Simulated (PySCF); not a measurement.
Pb(I)(SH) (HIPbS), SMILES [SH][Pb][I] (connectivity only; charge and spin as stated), neutral, multiplicity 1.

Coordinates come from a r2SCAN-D4/def2-SVP optimisation. The def2 effective core potentials stand for the cores of I, Pb; spin–orbit coupling is left out. One conformer was computed; it need not be the lowest.

These are ωB97X/def2-TZVPD (PySCF) values and carry that method's errors.

Gas-phase values at a fixed geometry.

* **total energy**: -889.56684 hartree
* **point group**: Cs
* **highest occupied level**: -9.19 eV
* **lowest empty level**: -1.30 eV
* **orbital gap**: 7.88 eV
* **dipole moment**: 4.58 D
* **quadrupole, principal values (traceless, Buckingham form, about the centre of nuclear charge)**: -8.56, 2.38, 6.18 D·Å
* **mean static polarisability**: 110.4 bohr³ (16.37 Å³)
* **polarisability, principal values**: 77.2, 108.5, 145.6 bohr³
